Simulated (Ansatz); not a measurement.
Compare A (`C=NC(F)O[SiH3]`) with its isomer B (`N[Si]1(F)COC1`).

Gas-phase electronic energies from Ansatz, PBE0-D4/def2-TZVP geometries. CBS: MP2 limit from def2 TZ/QZ plus the TZ coupled-cluster correction, frozen cores. Functionals use def2-TZVPP. B3LYP here is the variant with VWN-RPA as its local correlation; programs differ in this. Each species was taken in one conformer, which may not be the lowest.

**Question.** Which is lower in electronic energy at CCSD(T)/CBS, and by how much? (Best estimate.)

**Answer.** Ansatz gave: B, by 43.9 kcal/mol.

**Question.** Give E(B) − E(A) in kcal/mol with MP2/def2-TZVPP, B3LYP-D4, CCSD(T)/def2-TZVPP, B2PLYP, B3LYP, CCSD/def2-TZVPP, PBE-D4. (Estimate.)

**Answer.** The calculation gave: MP2/def2-TZVPP -44.7, B3LYP-D4 -40.3, CCSD(T)/def2-TZVPP -40.7, B2PLYP -41.4, B3LYP -40.2, CCSD/def2-TZVPP -41.1, PBE-D4 -42.8. None reverses the order clearly.

Largest T1 diagnostic: 0.013.

In def2-TZVPP, CCSD(T) changes the Hartree–Fock value by −6.2 kcal/mol (the triples alone add +0.4 kcal/mol) and MP2 by −10.3 kcal/mol. From PBE to PBE0 (25 % exact exchange), in def2-TZVPP and without D4, E(B) − E(A) moves by −2.0 kcal/mol.
